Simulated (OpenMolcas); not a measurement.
Tc5+ among 6 point charges of -1.5 e arranged as an octahedron (Oh).

```json
{"Program": "OpenMolcas 26.06", "Method": "SS-CASPT2, IPEA 0.25 Eh, imaginary shift 0.1 Eh (closed shells correlated: 4s 4p)", "Basis": "ANO-RCC-VTZP [7s6p4d2f1g]", "Scalar Hamiltonian": "DKH2, point nucleus", "Active space": "2 electrons in 5 orbitals (4d)", "State averaging": "2S+1 = 3 even, 10 roots; 2S+1 = 1 even, 15 roots", "Spin-orbit coupling": "state interaction with AMFI integrals over the reference wave functions"}
```

All point charges move together. At R = 1.91 Å |10Dq| is 7533 cm-1, and at R = 2.13 Å it is 4662 cm-1.

Task: A third run gives 10997 cm-1. What distance was it run at?

Result: With a power law R^-n the two known points give n = -ln(4662 / 7533) / ln(2.13 / 1.91) = 4.40. Then R = 1.91 × (7533 / 10997)^(1/4.40) = 1.753 Å. The run was at 1.76 Å, so the estimate is off by -0.007 Å.

Roots that are degenerate in the reference are averaged as groups; the widest CASPT2 spread within a group is 520 cm-1 (the 3-fold group of multiplicity 1 near 22300 cm-1 above the lowest state of its run, R = 1.91). Shifts and gaps below about the spread of the groups concerned are not significant. An orbital triplet at a regular site is open to Jahn-Teller coupling, which can distort the site and quench the lowest spin-orbit gaps and is left out. Free-ion shares, where given, are those of the reference states; single-state CASPT2 does not remix them. This field is weak: 10Dq is about 10997 cm-1, while octahedral complexes of 4d ions of charge 3 and more, computed by the same method with explicit ligands, had a median near 25000 cm-1. Ground spin and moment need not be those of a real site (figures for R = 1.76; the like holds for R = 1.91, R = 2.13). Point charges carry no covalency, so the field is a model and not that of real ligands. No measured value stands beside these numbers.
